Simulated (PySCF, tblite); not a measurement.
One entry of a table of gas-phase calculations, keyed by method. Lists by class give the value and the number of equivalent atoms.

```json
{
 "formula": "C7H13NSi2",
 "smiles": "N#CCC[C@@H]1C[SiH2]C=C1[SiH3]",
 "inchi": "InChI=1S/C7H13NSi2/c8-3-1-2-6-4-10-5-7(6)9/h5-6H,1-2,4,10H2,9H3/t6-/m1/s1",
 "charge": 0,
 "multiplicity": 1,
 "geometry_level": "GFN2-xTB",
 "atoms_angstrom": [
  ["N", 4.098, 0.415, -1.385],
  ["C", 3.046, 0.113, -1.054],
  ["C", 1.723, -0.249, -0.622],
  ["C", 1.226, 0.713, 0.462],
  ["C", -0.192, 0.369, 0.944],
  ["C", -0.25, -0.991, 1.668],
  ["Si", -1.135, -2.212, 0.501],
  ["C", -1.677, -0.786, -0.59],
  ["C", -1.15, 0.387, -0.224],
  ["Si", -1.502, 2.019, -1.106],
  ["H", 1.053, -0.221, -1.485],
  ["H", 1.75, -1.274, -0.242],
  ["H", 1.914, 0.688, 1.312],
  ["H", 1.23, 1.731, 0.063],
  ["H", -0.481, 1.167, 1.64],
  ["H", -0.828, -0.88, 2.586],
  ["H", 0.745, -1.308, 1.974],
  ["H", -0.23, -3.16, -0.161],
  ["H", -2.232, -2.937, 1.144],
  ["H", -2.354, -0.854, -1.427],
  ["H", -2.754, 1.887, -1.848],
  ["H", -1.598, 3.084, -0.104],
  ["H", -0.408, 2.325, -2.035]
 ],
 "electronic_structure_code": "PySCF",
 "results": {
  "GFN2-xTB geometry": {
   "point_group": "C1",
   "rotational_constants_GHz": [1.082, 0.724, 0.516]
  },
  "PBE0/pcSseg-1 ground state and GIAO shieldings, non-relativistic": {
   "dipole_D": 4.3,
   "homo_eV": -7.92,
   "lumo_eV": -1.02,
   "shift_vs_computed_TMS_C_by_class_ppm": [
    [175.3, 1],
    [152.2, 1],
    [124.7, 1],
    [54.7, 1],
    [36.5, 1],
    [14.1, 1],
    [10.5, 1]
   ],
   "shift_vs_computed_TMS_H_by_class_ppm": [
    [6.85, 1],
    [4.67, 1],
    [4.64, 1],
    [4.23, 3],
    [3.54, 1],
    [2.02, 1],
    [1.99, 1],
    [1.91, 1],
    [1.71, 1],
    [1.49, 1],
    [0.56, 1]
   ],
   "shielding_other_nuclei_by_class_ppm": [
    ["N", -30.3, 1],
    ["Si", 377.6, 1],
    ["Si", 425.1, 1]
   ],
   "charges_hirshfeld_e_by_atom": [-0.24, 0.09, -0.04, -0.06, -0.02, -0.16, 0.34, -0.14, -0.07, 0.31, 0.06, 0.06, 0.05, 0.04, 0.04, 0.04, 0.04, -0.08, -0.07, 0.04, -0.07, -0.07, -0.07]
  },
  "GFN2-xTB harmonic vibrations, gas phase": {
   "strongest_ir_bands_cm-1_km_per_mol_modes": [
    [779.8, 276.0, 1],
    [2208.4, 318.8, 1],
    [2226.6, 364.6, 1],
    [2248.6, 280.8, 1],
    [2256.3, 323.1, 1],
    [2277.1, 320.9, 1]
   ],
   "zpe_kcal_per_mol": 107.7
  }
 }
}
```

The zero-point energy, half the sum of the 63 harmonic wavenumbers, equals 37670 cm⁻¹ or 451 kJ/mol. The dipole matches unit charges of opposite sign 0.90 Å apart (1 e·Å = 4.8032 D). With B = h/(8π²I), that is 505.379 GHz u Å² over I, the principal moments of inertia are 466.9, 697.7 and 980.3 u Å² (most abundant isotopes); the inertial defect Ic − Ia − Ib is -184.3 u Å² (zero for a rigid planar frame, negative otherwise). The rotational constants make it an asymmetric top with κ = (2B − A − C)/(A − C) = -0.26, nearer the prolate limit (−1).

One conformer stands for the species.
